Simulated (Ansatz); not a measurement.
Molecule: sum formula H₂BO₃ (charge 0, doublet). It need not be the lowest isomer of its formula. SMILES: [O]B(O)O
Coordinates optimised at B3LYP-D3(BJ)/def2-TZVP (Ansatz, a first-principles code):
```
B
O 1 1.3667
H 2 0.9606 1 116.04
O 1 1.3667 2 128.26 3 8.79
H 4 0.9606 1 116.04 2 8.79
O 1 1.3782 2 115.87 3 -171.21
```
Charge 0, spin multiplicity 2.

Parts of the frozen-core correlation energy in cc-pVTZ (Ansatz, hartree). Frozen orbitals: 4; correlated occupied orbitals by spin: 12 and 11; virtual: 132 and 133. UHF or UKS for open shells. Spin-orbit coupling is left out. Non-relativistic.

```csv
term,value
reference (HF),-250.65307
MP2 opposite-spin,?
MP2 same-spin,?
CCSD correlation,-0.77321
(T),?
T1 diagnostic,0.013
largest doubles amplitude,0.019
<S^2> of the reference,0.757
```

Q: What belongs in the gaps?

A: 
- MP2 opposite-spin, value: -0.56266
- MP2 same-spin, value: -0.19294
- (T), value: -0.02659
